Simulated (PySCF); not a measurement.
**TlZn⁻: one state, many levels of theory**

State: ³Σ⁻ (triplet), unpaired electrons π ↑↑. Set-up: basis Tl def2-SVPD with ECP60, Zn def2-SVPD; scalar-relativistic core potentials; PySCF 2.14. De refers to Tl⁻ + Zn in their high-spin ground configurations, without counterpoise correction. The functionals are run spin-unrestricted. A positive dipole points towards Zn; it is taken about the centre of mass and depends on that origin.

| Level | Re (Å) | ωe (cm⁻¹) | De (eV) | μ (D) |
| --- | --- | --- | --- | --- |
| PBE | 2.701 | 136 | n/a | -2.31 |
| revPBE | 2.740 | 127 | n/a | -2.37 |
| BP86 | 2.700 | 135 | n/a | -2.24 |
| r²SCAN | 2.644 | 148 | n/a | -2.31 |
| PBE0 | 2.711 | 132 | n/a | -2.15 |

**Question.** What does a quarter of exact exchange do here, going from PBE to PBE0?

**Answer.** PBE0 less PBE: +1.0 pm in Re, -2.9 % in ωe. Exact exchange removes part of the self-interaction that spreads semilocal densities, and in most molecules shortens and stiffens the bond and lowers De; here Re and ωe go the other way.

**Question.** What does the step from GGA to meta-GGA do here, going from PBE to r²SCAN?

**Answer.** r²SCAN less PBE: -5.7 pm in Re, +8.8 % in ωe. 

These are scalar-relativistic numbers at best; spin–orbit coupling would shift them, the dissociation energy most. The highest Kohn–Sham level is positive in this anion. Much of that is self-interaction error, but it also means that the finite basis helps to hold the extra electron. The state is the lowest determinant that a PBE0 search found; another state may lie lower at other levels.

The whole job (state search and all levels along the bond) took about 8 min on 1 thread of Arm Neoverse N1 (shared host), peak memory 0.87 GiB.
